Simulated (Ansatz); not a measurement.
Ansatz (a first-principles code) input (B3LYP-D3(BJ)/def2-TZVP):

Ansatz 0.2 input:
```yaml
crystal:
  periodic: [false, false, false]
  atoms:
    - {symbol: C, position_ang: [-1.04781679, 0.10932284, -0.37262433]}
    - {symbol: Si, position_ang: [0.55917462, -0.05617424, 0.25288161]}
    - {symbol: H, position_ang: [-1.75364330, -0.72226473, -0.31024367]}
    - {symbol: H, position_ang: [-1.53931018, 1.08500344, -0.38271922]}
    - {symbol: H, position_ang: [1.75140953, -0.23223646, -0.61163372]}
basis:
  gaussian:
    orbitals: def2-TZVP
hamiltonian:
  xc: b3lyp
  dispersion: d3bj
total_charge: 1
phonons: {temperatures: {t_min: 298.15, t_max: 298.15, t_step: 100}}
```

Output:

```
Functional definition: B3LYP
integrals: 0.02 GiB planned
573 factors; their error is unknown
mean field: 0.19 GiB planned
mean field evaluation 1: about -8929.5356 eV, gradient 9.4e1 eV
mean field evaluation 2: about -8837.5565 eV, gradient 1.4e2 eV
mean field evaluation 4: about -8952.0592 eV, gradient 2.0e1 eV
mean field evaluation 8: about -8953.4364 eV, gradient 9.1e-2 eV
mean field evaluation 16: about -8953.4539 eV, gradient 9.9e-6 eV
mean field -8953.45394890 eV, -329.0333637531 hartree, gradient 9.9e-6 eV, S^2 0.000000; 0 other end points of the search recorded, 0 dependent functions left out
the calculation of the forces begins
reference -8953.45415343 eV, -329.0333712695 hartree; 11, 11 occupied and 75, 75 virtual orbitals, 573 factors
these checks for a lower state are left out or cut short: stability, starts, cluster_reference, orbital_swaps, neighbouring_geometries, increment
integrals: 0.02 GiB planned
573 factors; their error is unknown
mean field: 0.19 GiB planned
mean field -8953.45378590 eV, -329.0333577631 hartree, gradient 9.8e-7 eV, S^2 0.000000; 0 other end points of the search recorded, 0 dependent functions left out
the calculation of the forces begins
reference -8953.45399045 eV, -329.0333652800 hartree; 11, 11 occupied and 75, 75 virtual orbitals, 573 factors
these checks for a lower state are left out or cut short: stability, starts, cluster_reference, orbital_swaps, neighbouring_geometries, increment
integrals: 0.02 GiB planned
573 factors; their error is unknown
mean field: 0.19 GiB planned
mean field evaluation 32: about -8953.4538 eV, gradient 9.1e-7 eV
mean field -8953.45381713 eV, -329.0333589105 hartree, gradient 9.9e-7 eV, S^2 0.000000; 0 other end points of the search recorded, 0 dependent functions left out
the calculation of the forces begins
reference -8953.45402165 eV, -329.0333664265 hartree; 11, 11 occupied and 75, 75 virtual orbitals, 573 factors
these checks for a lower state are left out or cut short: stability, starts, cluster_reference, orbital_swaps, neighbouring_geometries, increment
integrals: 0.02 GiB planned
573 factors; their error is unknown
mean field: 0.19 GiB planned
mean field -8953.45386338 eV, -329.0333606102 hartree, gradient 9.8e-7 eV, S^2 0.000000; 0 other end points of the search recorded, 0 dependent functions left out
the calculation of the forces begins
reference -8953.45406785 eV, -329.0333681245 hartree; 11, 11 occupied and 75, 75 virtual orbitals, 573 factors
these checks for a lower state are left out or cut short: stability, starts, cluster_reference, orbital_swaps, neighbouring_geometries, increment
integrals: 0.02 GiB planned
573 factors; their error is unknown
mean field: 0.19 GiB planned
mean field -8953.45386007 eV, -329.0333604885 hartree, gradient 9.8e-7 eV, S^2 0.000000; 0 other end points of the search recorded, 0 dependent functions left out
the calculation of the forces begins
reference -8953.45406466 eV, -329.0333680072 hartree; 11, 11 occupied and 75, 75 virtual orbitals, 573 factors
these checks for a lower state are left out or cut short: stability, starts, cluster_reference, orbital_swaps, neighbouring_geometries, increment
integrals: 0.02 GiB planned
573 factors; their error is unknown
mean field: 0.19 GiB planned
mean field -8953.45386390 eV, -329.0333606292 hartree, gradient 9.9e-7 eV, S^2 0.000000; 0 other end points of the search recorded, 0 dependent functions left out
the calculation of the forces begins
reference -8953.45406846 eV, -329.0333681468 hartree; 11, 11 occupied and 75, 75 virtual orbitals, 573 factors
these checks for a lower state are left out or cut short: stability, starts, cluster_reference, orbital_swaps, neighbouring_geometries, increment
integrals: 0.02 GiB planned
573 factors; their error is unknown
mean field: 0.19 GiB planned
mean field evaluation 64: about -8953.4538 eV, gradient 9.8e-7 eV
mean field -8953.45381860 eV, -329.0333589646 hartree, gradient 9.8e-7 eV, S^2 0.000000; 0 other end points of the search recorded, 0 dependent functions left out
the calculation of the forces begins
reference -8953.45402311 eV, -329.0333664800 hartree; 11, 11 occupied and 75, 75 virtual orbitals, 573 factors
these checks for a lower state are left out or cut short: stability, starts, cluster_reference, orbital_swaps, neighbouring_geometries, increment
integrals: 0.02 GiB planned
573 factors; their error is unknown
mean field: 0.19 GiB planned
mean field -8953.45393409 eV, -329.0333632089 hartree, gradient 9.9e-7 eV, S^2 0.000000; 0 other end points of the search recorded, 0 dependent functions left out
the calculation of the forces begins
reference -8953.45413865 eV, -329.0333707260 hartree; 11, 11 occupied and 75, 75 virtual orbitals, 573 factors
these checks for a lower state are left out or cut short: stability, starts, cluster_reference, orbital_swaps, neighbouring_geometries, increment
integrals: 0.02 GiB planned
573 factors; their error is unknown
mean field: 0.19 GiB planned
mean field -8953.45392767 eV, -329.0333629729 hartree, gradient 9.8e-7 eV, S^2 0.000000; 0 other end points of the search recorded, 0 dependent functions left out
the calculation of the forces begins
reference -8953.45413219 eV, -329.0333704888 hartree; 11, 11 occupied and 75, 75 virtual orbitals, 573 factors
these checks for a lower state are left out or cut short: stability, starts, cluster_reference, orbital_swaps, neighbouring_geometries, increment
integrals: 0.02 GiB planned
573 factors; their error is unknown
mean field: 0.19 GiB planned
mean field -8953.45388655 eV, -329.0333614616 hartree, gradient 9.8e-7 eV, S^2 0.000000; 0 other end points of the search recorded, 0 dependent functions left out
the calculation of the forces begins
reference -8953.45409105 eV, -329.0333689769 hartree; 11, 11 occupied and 75, 75 virtual orbitals, 573 factors
these checks for a lower state are left out or cut short: stability, starts, cluster_reference, orbital_swaps, neighbouring_geometries, increment
integrals: 0.02 GiB planned
573 factors; their error is unknown
mean field: 0.19 GiB planned
mean field -8953.45391184 eV, -329.0333623912 hartree, gradient 9.9e-7 eV, S^2 0.000000; 0 other end points of the search recorded, 0 dependent functions left out
the calculation of the forces begins
reference -8953.45411641 eV, -329.0333699088 hartree; 11, 11 occupied and 75, 75 virtual orbitals, 573 factors
these checks for a lower state are left out or cut short: stability, starts, cluster_reference, orbital_swaps, neighbouring_geometries, increment
integrals: 0.02 GiB planned
573 factors; their error is unknown
mean field: 0.19 GiB planned
mean field evaluation 96: about -8953.4539 eV, gradient 9.6e-5 eV
mean field -8953.45388041 eV, -329.0333612360 hartree, gradient 9.8e-7 eV, S^2 0.000000; 0 other end points of the search recorded, 0 dependent functions left out
the calculation of the forces begins
reference -8953.45408492 eV, -329.0333687515 hartree; 11, 11 occupied and 75, 75 virtual orbitals, 573 factors
these checks for a lower state are left out or cut short: stability, starts, cluster_reference, orbital_swaps, neighbouring_geometries, increment
integrals: 0.02 GiB planned
573 factors; their error is unknown
mean field: 0.19 GiB planned
mean field -8953.45388793 eV, -329.0333615123 hartree, gradient 9.9e-7 eV, S^2 0.000000; 0 other end points of the search recorded, 0 dependent functions left out
the calculation of the forces begins
reference -8953.45409249 eV, -329.0333690297 hartree; 11, 11 occupied and 75, 75 virtual orbitals, 573 factors
these checks for a lower state are left out or cut short: stability, starts, cluster_reference, orbital_swaps, neighbouring_geometries, increment
integrals: 0.02 GiB planned
573 factors; their error is unknown
mean field: 0.19 GiB planned
mean field -8953.45394068 eV, -329.0333634509 hartree, gradient 9.8e-7 eV, S^2 0.000000; 0 other end points of the search recorded, 0 dependent functions left out
the calculation of the forces begins
reference -8953.45414524 eV, -329.0333709684 hartree; 11, 11 occupied and 75, 75 virtual orbitals, 573 factors
these checks for a lower state are left out or cut short: stability, starts, cluster_reference, orbital_swaps, neighbouring_geometries, increment
integrals: 0.02 GiB planned
573 factors; their error is unknown
mean field: 0.19 GiB planned
mean field -8953.45394657 eV, -329.0333636672 hartree, gradient 9.8e-7 eV, S^2 0.000000; 0 other end points of the search recorded, 0 dependent functions left out
the calculation of the forces begins
reference -8953.45415107 eV, -329.0333711826 hartree; 11, 11 occupied and 75, 75 virtual orbitals, 573 factors
these checks for a lower state are left out or cut short: stability, starts, cluster_reference, orbital_swaps, neighbouring_geometries, increment
integrals: 0.02 GiB planned
573 factors; their error is unknown
mean field: 0.19 GiB planned
mean field evaluation 128: about -8953.4539 eV, gradient 9.8e-7 eV
mean field -8953.45392859 eV, -329.0333630067 hartree, gradient 9.8e-7 eV, S^2 0.000000; 0 other end points of the search recorded, 0 dependent functions left out
the calculation of the forces begins
reference -8953.45413314 eV, -329.0333705237 hartree; 11, 11 occupied and 75, 75 virtual orbitals, 573 factors
these checks for a lower state are left out or cut short: stability, starts, cluster_reference, orbital_swaps, neighbouring_geometries, increment
integrals: 0.02 GiB planned
573 factors; their error is unknown
mean field: 0.19 GiB planned
mean field -8953.45389427 eV, -329.0333617455 hartree, gradient 9.8e-7 eV, S^2 0.000000; 0 other end points of the search recorded, 0 dependent functions left out
the calculation of the forces begins
reference -8953.45409879 eV, -329.0333692614 hartree; 11, 11 occupied and 75, 75 virtual orbitals, 573 factors
these checks for a lower state are left out or cut short: stability, starts, cluster_reference, orbital_swaps, neighbouring_geometries, increment
integrals: 0.02 GiB planned
573 factors; their error is unknown
mean field: 0.19 GiB planned
mean field -8953.45393803 eV, -329.0333633536 hartree, gradient 9.8e-7 eV, S^2 0.000000; 0 other end points of the search recorded, 0 dependent functions left out
the calculation of the forces begins
reference -8953.45414257 eV, -329.0333708702 hartree; 11, 11 occupied and 75, 75 virtual orbitals, 573 factors
these checks for a lower state are left out or cut short: stability, starts, cluster_reference, orbital_swaps, neighbouring_geometries, increment
integrals: 0.02 GiB planned
573 factors; their error is unknown
mean field: 0.19 GiB planned
mean field -8953.45393892 eV, -329.0333633862 hartree, gradient 9.8e-7 eV, S^2 0.000000; 0 other end points of the search recorded, 0 dependent functions left out
the calculation of the forces begins
reference -8953.45414345 eV, -329.0333709026 hartree; 11, 11 occupied and 75, 75 virtual orbitals, 573 factors
Total energy: -8953.58623903 eV, -329.0382253257 hartree
Atom 0 at    -1.047817     0.109323    -0.372624 Å, force    -0.000452     0.000085     0.000777 eV/Å
Atom 1 at     0.559175    -0.056174     0.252882 Å, force     0.000128    -0.000003     0.000308 eV/Å
Atom 2 at    -1.753643    -0.722265    -0.310244 Å, force    -0.000218    -0.000263    -0.000349 eV/Å
Atom 3 at    -1.539310     1.085003    -0.382719 Å, force    -0.000154     0.000279    -0.000371 eV/Å
Atom 4 at     1.751410    -0.232236    -0.611634 Å, force     0.000697    -0.000097    -0.000365 eV/Å
Dipole moment:     0.136537    -0.015076     0.027841 e Å
Vibrations: 315.50 400.06 741.88 862.94 902.92 1356.78 2215.90 3072.72 3150.65 cm⁻¹, zero-point energy 0.807096 eV
```
